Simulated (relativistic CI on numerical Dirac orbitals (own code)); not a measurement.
## Line list: Forbidden lines, Rb17+

Method of calculation: Dirac-Coulomb-Breit CI, KLI orbitals optimised for each configuration, model QED (radiative potential, 1s self-energy scaled to tabulated hydrogen-like ionisation energies), unscaled Slater integrals (own radial code, finite nucleus).

Configuration list (outside the closed core [Ne]): 3s²3p⁶3d², 3s²3p⁵3d³, 3s3p⁶3d³, 3s²3p⁶3d4s, 3s²3p⁶3d4p, 3s²3p⁶3d4d, 3s²3p⁶3d4f, 3s²3p⁵3d²4s, 3s²3p⁶4s², 3s²3p⁵3d²4p, 3s²3p⁶4s4p, 3p⁶3d⁴, 3p⁵3d⁵. Double excitations out of closed p, d and f shells are left out; levels of such configurations are missing from the list, as are those of other unlisted configurations, and high levels can miss mixing partners. These lack a partner that the ground configuration has and come out too high: 3s²3p⁵3d²4s, 3s²3p⁵3d²4p.

```csv
λ vac (nm),Lower,Upper,Type,A (s⁻¹),gf,Branching (%)
4.7716,3s²3p⁶3d² ³F2 [1],3s²3p⁶3d4s ³D1 [158],E2,3.74e+07,3.83e-05,2.3
4.7882,3s²3p⁶3d² ³F4 [3],3s²3p⁶3d4s ³D3 [160],E2,4.49e+07,1.08e-04,2.9
4.8949,3s²3p⁶3d² ¹G4 [8],3s²3p⁶3d4s ¹D2 [161],E2,5.60e+07,1.01e-04,3.2
11.117,3s²3p⁶3d² ³F4 [3],3s²3p⁵3d³ ³H°6 [56],M2,1.85e+02,4.45e-09,20.3
11.470,3s²3p⁶3d² ³F4 [3],3s²3p⁵3d³ ³I°6 [44],M2,4.07e+01,1.04e-09,16.4
11.645,3s²3p⁶3d² ³F4 [3],3s²3p⁵3d³ ³I°7 [37],E3,3.41e+00,1.04e-10,21.3
11.809,3s²3p⁶3d² ¹G4 [8],3s²3p⁵3d³ ³H°6 [56],M2,3.83e+02,1.04e-08,42.1
11.809,3s²3p⁶3d² ³F4 [3],3s²3p⁵3d³ ³H°6 [33],M2,1.93e+01,5.24e-10,7.3
12.208,3s²3p⁶3d² ¹G4 [8],3s²3p⁵3d³ ³I°6 [44],M2,1.70e+01,4.95e-10,6.9
12.574,3s²3p⁶3d² ³F4 [3],3s²3p⁵3d³ ⁵G°6 [21],M2,5.13e+01,1.58e-09,40.4
12.593,3s²3p⁶3d² ¹G4 [8],3s²3p⁵3d³ ³H°6 [33],M2,2.57e+01,7.95e-10,9.8
81.568,3s²3p⁶3d² ¹D2 [4],3s²3p⁶3d² ¹S0 [9],E2,8.75e+01,8.73e-09,4.9
82.893,3s²3p⁵3d³ ³I°7 [37],3s²3p⁵3d³ ¹I°6 [82],M1,1.04e+04,1.39e-05,66.8
86.985,3s²3p⁶3d² ³P1 [6],3s²3p⁶3d² ¹S0 [9],M1,1.65e+03,1.88e-07,93.1
90.239,3s²3p⁵3d³ ³H°5 [42],3s²3p⁵3d³ ¹I°6 [82],M1,3.44e+02,5.45e-07,2.2
93.028,3s²3p⁵3d³ ³I°6 [44],3s²3p⁵3d³ ¹I°6 [82],M1,3.18e+02,5.36e-07,2.0
104.36,3s²3p⁵3d³ ⁵F°5 [16],3s²3p⁵3d³ ³I°6 [44],M1,1.45e+01,3.08e-08,5.8
111.60,3s²3p⁵3d³ ⁵G°5 [22],3s²3p⁵3d³ ³H°6 [56],M1,2.31e+01,5.61e-08,2.5
125.29,3s²3p⁵3d³ ³H°6 [56],3s²3p⁵3d³ ¹I°6 [82],M1,3.29e+03,1.01e-05,21.1
130.56,3s²3p⁵3d³ ⁵G°6 [21],3s²3p⁵3d³ ³I°6 [44],M1,4.16e+01,1.38e-07,16.8
141.31,3s²3p⁵3d³ ⁵F°5 [16],3s²3p⁵3d³ ³H°6 [33],M1,3.94e+01,1.53e-07,15.0
141.85,3s²3p⁶3d² ³F2 [1],3s²3p⁶3d² ³P2 [7],M1,1.52e+01,2.30e-08,8.3
152.88,3s²3p⁶3d² ³F3 [2],3s²3p⁶3d² ¹G4 [8],M1,1.02e+02,3.23e-07,53.6
157.61,3s²3p⁵3d³ ⁵G°6 [21],3s²3p⁵3d³ ³I°7 [37],M1,4.28e+00,2.39e-08,26.8
161.49,3s²3p⁵3d³ ⁵G°5 [22],3s²3p⁵3d³ ³I°6 [44],M1,1.13e+01,5.76e-08,4.6
171.67,3s²3p⁵3d³ ³G°5 [31],3s²3p⁵3d³ ³H°6 [56],M1,1.92e+02,1.10e-06,21.2
172.68,3s²3p⁶3d² ³F3 [2],3s²3p⁶3d² ³P2 [7],M1,5.71e+01,1.28e-07,31.2
175.36,3s²3p⁶3d² ³F2 [1],3s²3p⁶3d² ³P1 [6],M1,4.23e+00,5.86e-09,35.9
189.62,3s²3p⁵3d³ ³H°6 [33],3s²3p⁵3d³ ³H°6 [56],M1,6.96e+01,4.88e-07,7.7
189.76,3s²3p⁶3d² ³F4 [3],3s²3p⁶3d² ¹G4 [8],M1,8.86e+01,4.30e-07,46.4
194.04,3s²3p⁵3d³ ⁵G°6 [21],3s²3p⁵3d³ ³H°6 [33],M1,1.65e+02,1.21e-06,62.9
202.47,3s²3p⁶3d² ³F2 [1],3s²3p⁶3d² ¹D2 [4],M1,9.23e+01,2.84e-07,60.5
244.96,3s²3p⁵3d³ ³I°7 [37],3s²3p⁵3d³ ³H°6 [56],M1,1.88e+01,2.20e-07,2.1
271.24,3s²3p⁵3d³ ⁵G°5 [22],3s²3p⁵3d³ ³H°6 [33],M1,8.74e+00,1.25e-07,3.3
271.73,3s²3p⁶3d² ³F3 [2],3s²3p⁶3d² ¹D2 [4],M1,6.04e+01,3.34e-07,39.5
327.12,3s²3p⁵3d³ ³G°5 [31],3s²3p⁵3d³ ³I°6 [44],M1,1.00e+01,2.10e-07,4.0
399.10,3s²3p⁵3d³ ³H°6 [33],3s²3p⁵3d³ ³I°6 [44],M1,7.57e+01,2.35e-06,30.5
473.76,3s²3p⁶3d² ¹D2 [4],3s²3p⁶3d² ³P2 [7],M1,8.81e+01,1.48e-06,48.2
520.03,3s²3p⁵3d³ ⁵F°5 [16],3s²3p⁵3d³ ⁵G°6 [21],M1,7.57e+01,3.99e-06,59.6
742.23,3s²3p⁶3d² ³P1 [6],3s²3p⁶3d² ³P2 [7],M1,2.20e+01,9.07e-07,12.0
760.91,3s²3p⁵3d³ ³I°7 [37],3s²3p⁵3d³ ³I°6 [44],M1,3.36e+01,3.79e-06,13.5
786.54,3s²3p⁶3d² ³F3 [2],3s²3p⁶3d² ³F4 [3],M1,4.08e+01,3.40e-06,100.0
794.35,3s²3p⁶3d² ³F2 [1],3s²3p⁶3d² ³F3 [2],M1,4.90e+01,3.25e-06,100.0
839.33,3s²3p⁵3d³ ³H°6 [33],3s²3p⁵3d³ ³I°7 [37],M1,8.23e+00,1.30e-06,51.6
1689.1,3s²3p⁶3d² ³P0 [5],3s²3p⁶3d² ³P1 [6],M1,3.65e+00,4.68e-07,30.9
```

Terms are leading LS components. Brackets give the number of a level in order of energy, since labels repeat. The list gives strong lines, with weight on those to low levels, among the lowest 200 of 810 levels, so that lines to higher ones, which can be the strongest, are missing. Levels whose partners in the same complex of configurations lie outside the list can be far off, and so can their lines. Rates are taken at the computed energies, electric ones in the length gauge.

At this charge energies of transitions that change n are usually good to better than 1 %, and those within a shell (Δn = 0) to a few per cent. Terms inside the open d or f shell come out 10 to 20 % too wide with unscaled integrals.

(1) From the table, what is the radiative lifetime of 3s²3p⁵3d³ ³I°6?

Answers

(1) The listed rates from this level add up to about 2.45e+02 s⁻¹, 99 % of its decay; with all channels τ = 4.03e-03 s.

LS names give the leading component of a level, which can be under half, so a name can repeat, a term be missing and a line seem to break the LS rules.
